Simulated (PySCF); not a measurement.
Kr⁺ (krypton, charge +1) across methods

[Ar] 3d10 4s2 4p5, 2P determinant. Computed with PySCF 2.14 in aug-cc-pVTZ-DK (7s6p4d2f, 59 functions), with scalar relativity by spin-free X2C-1e.

```csv
method,E (hartree),mean ε 4s β (eV),mean ε 4p α (eV),mean ε 4p β (eV),Σ⟨r²⟩ (bohr²),⟨S²⟩
HSE06,-2789.200,-35.222,-21.178,-20.173,31.50,0.753
B3LYP,-2789.547,-35.276,-21.240,-20.304,31.59,0.752
r2SCAN,-2789.486,-33.976,-20.488,-19.452,31.40,0.754
UHF,-2787.69379,-41.105,-25.549,-24.210,31.66,0.758
PBE0,-2789.210,-35.617,-21.619,-20.598,31.47,0.753
PBE,-2789.145,-33.376,-19.970,-19.032,31.55,0.752
M06-2X,-2789.658,-37.179,-23.020,-22.003,31.60,0.753
B97-3,-2789.271,-35.690,-21.637,-20.647,31.43,0.753
LDA,-2785.619,-33.660,-20.068,-19.164,31.53,0.751
```
